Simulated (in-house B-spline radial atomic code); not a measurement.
## Ionising Cr+ with different functionals

Computed with a B-spline radial code for spherical atoms: scalar-relativistic (spin-free X2C) Hamiltonian, Fermi nucleus of rms radius 3.6452 fm, spin-polarised at highest spin, spherical fractional occupations for the functionals, the average over the highest-spin determinants for Hartree-Fock. The ionisation energy is the difference of two self-consistent energies, [Ar] 3d5 → [Ar] 3d4, without Breit or QED terms; ε is the level of the shell that loses the electron (its least bound occupied spin orbital).

Hybrids are left out here: with spherical fractional occupations of an open shell their exact exchange keeps a self-interaction that integer-occupation calculations don't have.

| method | rung | ΔSCF (eV) | -ε(3d) (eV) |
| --- | --- | --- | --- |
| Hartree-Fock | Hartree-Fock | 15.15 | 17.53 |
| LDA VWN5 | LDA | ? | ? |
| LDA PW92 | LDA | ? | ? |
| LDA exchange-only | LDA | 16.43 | 10.27 |
| PBE | GGA | 17.26 | 10.93 |
| PBEsol | GGA | 17.24 | 10.92 |
| BLYP | GGA | 17.08 | 10.73 |
| RPBE | GGA | 17.17 | 10.84 |
| PW91 | GGA | 17.34 | 11.00 |
| BP86 | GGA | 17.30 | 10.99 |
| AM05 | GGA | 17.22 | 10.90 |
| OLYP | GGA | 17.14 | 10.71 |
| TPSS | meta-GGA | 17.10 | 10.77 |
| SCAN | meta-GGA | 17.38 | 11.02 |
| r2SCAN | meta-GGA | 17.38 | 11.00 |
| revTPSS | meta-GGA | 17.03 | 10.71 |

Q: What does LDA PW92 give?

A: ΔSCF 17.45 eV, and -ε(3d) = 11.12 eV.

Q: What does LDA VWN5 give?

A: ΔSCF 17.46 eV, and -ε(3d) = 11.13 eV.

Q: How do they compare with the NIST value?

A: NIST lists 16.486 eV (measured, ground level to ground level). Errors run from -1.34 to +0.97 eV. The correlated functionals all miss on the same side by more than they spread, so the cause is common to them (spin-orbit coupling, Breit-QED terms, multiplet and fine-structure energies, or a listed next ion that isn't the cheapest removal here) and closeness doesn't rank the functionals. Hartree-Fock also lacks correlation.
